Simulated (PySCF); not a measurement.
H9N3Si3. Atoms are numbered in the order given.

```xyz
15

Si     0.2648     1.6822     0.0000
N     -0.2703     0.8332    -1.4345
Si    -0.0967    -0.8912    -1.5831
N      0.4210    -1.4235     0.0000
Si    -0.0967    -0.8912     1.5831
N     -0.2703     0.8332     1.4345
H     -0.3459     3.0419     0.0000
H      1.7493     1.7951     0.0000
H     -0.9183     1.3139    -2.0524
H     -1.3985    -1.4580    -2.0543
H      0.9578    -1.3570    -2.5342
H      1.1506    -2.1322     0.0000
H      0.9578    -1.3570     2.5342
H     -1.3985    -1.4580     2.0543
H     -0.9183     1.3139     2.0524
```

Geometry: B3LYP-D3(BJ)/def2-SVP.

These are TDA-ωB97X/def2-SVPD run with PySCF 2.14.0 values and carry that method's errors.

Vertical excitations. The molecule is in vacuum. State labels are in the subgroup Cs.

Computed lowest excited states:
```csv
state,symmetry,energy (eV),λ (nm),f,main pairs
S1,A',6.84,181,0.014,"HOMO−1→LUMO 55 %, HOMO−1→LUMO+1 21 %, HOMO−2→LUMO 9 %"
S2,A",6.87,180,0.024,"HOMO→LUMO+1 44 %, HOMO−1→LUMO+2 23 %, HOMO→LUMO 19 %"
S3,A',6.97,178,0.013,"HOMO→LUMO+2 49 %, HOMO−1→LUMO+1 19 %, HOMO−1→LUMO 16 %"
S4,A",7.05,176,0.002,"HOMO→LUMO 60 %, HOMO→LUMO+1 16 %"
S5,A',7.61,163,0.009,"HOMO−2→LUMO 54 %, HOMO−1→LUMO+6 12 %"
S6,A",7.62,163,0.002,"HOMO−1→LUMO+2 27 %, HOMO→LUMO+6 19 %, HOMO→LUMO+1 13 %, HOMO→LUMO+5 10 %"
T1,A',6.56,189,0,"HOMO−1→LUMO+1 33 %, HOMO−1→LUMO 29 %, HOMO→LUMO+2 17 %, HOMO−2→LUMO 8 %"
T2,A",6.63,187,0,"HOMO→LUMO+1 50 %, HOMO−1→LUMO+2 26 %"
```
Triplets are in the Tamm–Dancoff approximation.
